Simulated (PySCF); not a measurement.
Two species compared at the same levels of theory.

First species: C4H11Al.
SMILES with atom numbers: `[CH3:1][C:2]([CH3:3])([CH3:4])[AlH2:5]` (hydrogens: H6, H7, H8 on C1; H9, H10, H11 on C3; H12, H13, H14 on C4; H15, H16 on Al5)

Second species: SnEt2I2, C₄H₁₀I₂Sn.
Structure used (PBE0-D3(BJ)/def2-SVP), in Å, numbered top down from 1:
```xyz
17
C4H10I2Sn angstrom
Sn    -0.262   -0.008   -0.186
C     -0.513   -0.028    1.958
C     -1.962    0.100    2.394
H      0.112    0.794    2.343
H     -0.062   -0.975    2.296
H     -2.042    0.087    3.493
H     -2.410    1.042    2.040
H     -2.575   -0.728    2.007
C      1.703   -0.056   -1.074
C      1.663   -0.040   -2.592
H      2.189   -0.964   -0.681
H      2.240    0.815   -0.664
H      2.682   -0.061   -3.012
H      1.120   -0.910   -2.992
H      1.166    0.865   -2.974
I     -1.476    2.223   -1.136
I     -1.601   -2.155   -1.163
```

Levels: PBE0/def2-SVPD for HOMO energy, LUMO energy, HOMO–LUMO gap and static isotropic polarisability; TDDFT PBE0/def2-SVPD for lowest singlet excitation; TDA PBE0/def2-SVPD for lowest triplet excitation (Tamm–Dancoff). Geometries: PBE0-D3(BJ)/def2-SVP. Each structure is a single optimised conformer of the isolated species (atoms past krypton carry core potentials, spin–orbit coupling is left out). Electronic properties by PySCF.

```json
{"property": "HOMO energy", "column X": "-7.31 eV", "column Y": "-6.95 eV"}
{"property": "LUMO energy", "column X": "-1.73 eV", "column Y": "-1.35 eV"}
{"property": "HOMO–LUMO gap", "column X": "5.58 eV", "column Y": "5.60 eV"}
{"property": "lowest singlet excitation", "column X": "4.48 eV", "column Y": "4.22 eV"}
{"property": "lowest triplet excitation (Tamm–Dancoff)", "column X": "4.02 eV", "column Y": "3.91 eV"}
{"property": "static isotropic polarisability", "column X": "166.3 au", "column Y": "80.8 au"}
```

Q: Which column belongs to which species?

A: Column X is the second species and column Y the first. The first has 16 atoms and 48 electrons, the second 17 and 190.

Q: How does each property change from the first species to the second?

A: HOMO energy -0.36 eV; LUMO energy -0.38 eV; HOMO–LUMO gap -0.02 eV; lowest singlet excitation +0.26 eV; lowest triplet excitation (Tamm–Dancoff) +0.11 eV; static isotropic polarisability +85.5 au.

On the first: The principal polarisabilities are 74.1, 79.7 and 88.7 au; their mean is the isotropic value. The polarisability is 11.98 Å³ as a volume (1 au = 0.148185 Å³), or 1.68 au for each of the 48 electrons.

On the second: The vertical singlet–triplet gap S1 − T1 is 0.46 eV (TDDFT singlet less Tamm–Dancoff triplet; S1: HOMO→LUMO, weight 0.95; T1: HOMO→LUMO, weight 0.97). The 10 singlets span 4.48 to 6.17 eV, and their oscillator strengths add up to 0.26. Atoms past krypton carry effective core potentials; spin–orbit coupling is left out.
